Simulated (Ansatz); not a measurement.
Total energies of dimethylphenylsulfonium tetrafluoroborate, `C[S+](C)c1ccccc1.F[B-](F)(F)F` from Ansatz at PBE-D4/def2-SVP, gas phase (1 Eh = 27.2114 eV = 2625.5 kJ/mol). The reference geometry is relaxed at PBE-D4/def2-SVP.

```csv
state,geometry,energy (Eh)
charge 0 singlet,reference,-1132.42072
charge 1 doublet,reference,-1132.08395
charge -1 doublet,reference,-1132.42995
charge -1 doublet,relaxed at PBE-D4/def2-SVP,-1132.46035
free C atom (triplet),–,-37.75124
free S atom (triplet),–,-397.80063
free H atom (doublet),–,-0.49863
free F atom (doublet),–,-99.53976
free B atom (doublet),–,-24.58153
```

(1) Work out the vertical ionisation energy to the doublet.

(2) Work out the vertical electron affinity, to the doublet.

(3) Give the fundamental gap IE − EA, the Mulliken electronegativity (IE + EA)/2 and the hardness (IE − EA)/2.

(4) How much does the charge -1 doublet relax, and what is the adiabatic electron affinity?

(5) What is the binding energy per atom against free atoms?

(1) E(charge 1 doublet) − E(charge 0 singlet) = -1132.08395 − (-1132.42072) = 0.33677 Eh = 9.16 eV. For comparison, −ε of the highest occupied level is 6.35 eV at this level, 2.81 eV less.

(2) E(charge 0 singlet) − E(charge -1 doublet) = -1132.42072 − (-1132.42995) = 0.00923 Eh = 0.25 eV. The basis lacks diffuse functions, which makes affinities too small.

(3) From the values in Eh: IE − EA = 0.33677 − 0.00923 = 0.32754 Eh = 8.91 eV; (IE + EA)/2 = 4.71 eV; (IE − EA)/2 = 4.46 eV. The HOMO–LUMO gap of the same run is 3.74 eV, 5.17 eV smaller than the fundamental gap.

(4) Relaxation: -1132.42995 − (-1132.46035) = 0.03040 Eh = 0.83 eV. Adiabatic electron affinity: 0.03963 Eh = 1.08 eV, without zero-point energy. Bonds change on the way (1 lost, 0 formed), so the relaxed form is another species. 

(5) Atoms: 8 × (-37.75124) + 1 × (-397.80063) + 11 × (-0.49863) + 4 × (-99.53976) + 1 × (-24.58153) = -1128.03605 Eh. Binding: -1128.03605 − (-1132.42072) = 4.38467 Eh = 119.31 eV, or 4.77 eV for each of 25 atoms (no zero-point energy, no counterpoise term).

At PBE-D4/def2-SVP the gap within one spin of the charge 1 doublet nearly closes, so an electron or hole may be smeared out by delocalisation error. At PBE-D4/def2-SVP the highest occupied level of the charge -1 doublet lies above zero (up to 2.18 eV). By energy differences its removal costs 0.25 eV (vertical, to the charge 0 singlet, at PBE-D4/def2-SVP); self-interaction error and the lack of diffuse functions both raise the level.
